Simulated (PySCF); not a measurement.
Ge(H)(SiH3) (GeH4Si), SMILES [GeH][SiH3] (connectivity only; charge and spin as stated), neutral, multiplicity 1.

Geometry optimised at TPSSh-D3(BJ)/def2-TZVP.

All values below come from M06-2X/def2-TZVPD run with PySCF.

Isolated molecule, no solvent.

Computed frontier levels, gap, dipole moment and polarisability:
```yaml
highest_occupied_level: -7.50 eV
lowest_empty_level: -2.43 eV
orbital_gap: 5.08 eV
dipole_moment: 0.36 D
quadrupole, principal values (traceless, Buckingham form, about the centre of nuclear charge): -4.29, -1.31, 5.60 D·Å
mean_static_polarisability: 70.6 bohr³ (10.46 Å³)
polarisability_principal_values: 55.3, 63.1, 93.3 bohr³
```
